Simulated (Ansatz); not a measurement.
```yaml
crystal:
  periodic: [false, false, false]
  atoms:
    - {symbol: B, position_ang: [0.055608, 1.503719, 0.195626]}
    - {symbol: C, position_ang: [0.450398, -0.125896, -0.235479]}
    - {symbol: C, position_ang: [-0.280794, -1.155675, 0.072251]}
    - {symbol: Br, position_ang: [1.318442, -0.214826, -2.017360]}
    - {symbol: H, position_ang: [0.343125, 2.623850, 0.049106]}
    - {symbol: H, position_ang: [-1.035095, 1.328057, 1.023378]}
    - {symbol: H, position_ang: [-0.846193, -1.303566, 0.861647]}
    - {symbol: H, position_ang: [0.013566, -2.240472, -0.436987]}
basis:
  gaussian: {orbitals: cc-pVTZ}
total_charge: 4
magnetization: {spin_polarized: true, initial_magnetization: 0}
hamiltonian: {xc: {name: LC-wPBE}}
scf: {lower_state_search: light}
output: {forces: true}
```

```sh
$ ansatz run in.yaml --threads 2 --pin off --events-out ev --progress --plain --max-ram 4352MiB
```

It prints (some lines left out):

```
Functional definition: LC-wPBE
1154 factors; their error is unknown
344 factors; integrals over basis functions are off by at most 7.3e-5 eV
mean field evaluation 1: about -72736.9295 eV, gradient 7.8e1 eV
mean field evaluation 2: about -72665.9343 eV, gradient 1.1e2 eV
mean field evaluation 4: about -72767.4641 eV, gradient 1.1e1 eV
mean field evaluation 8: about -72768.5222 eV, gradient 1.1e0 eV
mean field evaluation 16: about -72768.5307 eV, gradient 4.4e-2 eV
mean field evaluation 32: about -72768.5312 eV, gradient 6.9e-5 eV
mean field -72770.66990288 eV, -2674.2727931993 hartree, gradient 1.3e-5 eV, S^2 1.736086; 11 other end points of the search recorded, 0 dependent functions left out
reference -72770.66990289 eV, -2674.2727931996 hartree; 26, 26 occupied and 163, 163 virtual orbitals, 1154 factors
Total energy: -72770.66990289 eV, -2674.2727931996 hartree
Atom 0 at     0.055608     1.503719     0.195626 Å, force     1.445463    -2.240584    -0.012689 eV/Å
Atom 1 at     0.450398    -0.125896    -0.235479 Å, force     2.335112     7.733441    -2.948980 eV/Å
Atom 2 at    -0.280794    -1.155675     0.072251 Å, force     1.720636    -9.693520    -3.174175 eV/Å
Atom 3 at     1.318442    -0.214826    -2.017360 Å, force     1.032704    -0.109565    -0.682402 eV/Å
Atom 4 at     0.343125     2.623850     0.049106 Å, force    -0.089621     2.136526     0.054160 eV/Å
Atom 5 at    -1.035095     1.328057     1.023378 Å, force    -1.113083     0.950731     1.035578 eV/Å
Atom 6 at    -0.846193    -1.303566     0.861647 Å, force    -4.080797    -0.436645     4.683230 eV/Å
Atom 7 at     0.013566    -2.240472    -0.436987 Å, force    -1.250414     1.659615     1.045278 eV/Å
Dipole moment:    -1.606166     0.704263     2.285167 e Å
```

In this input the charge is far from anything that the molecule holds. The calculation finished and met its thresholds. The result belongs to that input, not to the molecule as meant.
